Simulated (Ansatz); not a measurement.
`[CH3][Al]([F])[S][SiH3]` + `[SnH4]` → `[SiH3][SnH3]` + `[CH3][Al]([F])[SH]`  (formal exchange of groups at the Si–S bond)

Program: Ansatz. Geometries: PBE0-D4/def2-TZVP. ΔE: electronic, gas phase. CCSD(T)/CBS adds triple-zeta CCSD(T) − MP2 to the extrapolated MP2 energy (def2 sets, frozen cores). Functionals use def2-TZVPP. Elements past krypton have def2 core potentials. For Sn outer-core shells are correlated without core-valence functions, which leaves a few kJ/mol of doubt a bond. One conformer a species, not always the lowest.

```csv
level,ΔE (kJ/mol),difference from CCSD(T)/CBS
PBE0-D4,29.3,-0.1
ωB97X-V,33.6,4.2
ωB97M-V,34.8,5.4
B2PLYP,30.1,0.7
PBE,22.3,-7.1
r2SCAN,31.5,2.1
MP2/def2-TZVPP,37.0,7.6
CCSD/def2-TZVPP,31.2,1.8
CCSD(T)/def2-TZVPP,32.3,2.9
CCSD/CBS(def2),28.3,-1.1
CCSD(T)/CBS,29.4,0
```

Largest T1 diagnostic among the species: 0.013.

The D4 term adds +5.8 kJ/mol with B3LYP and +3.2 kJ/mol with PBE0; it sums over pairs of atoms, weighted by their polarisabilities, and B3LYP, whose exchange is more repulsive, gets the larger term. From PBE to PBE0 (25 % exact exchange), in def2-TZVPP and without D4, ΔE moves by +3.8 kJ/mol.

B3LYP here is the variant with VWN-RPA as its local correlation; programs differ in this.
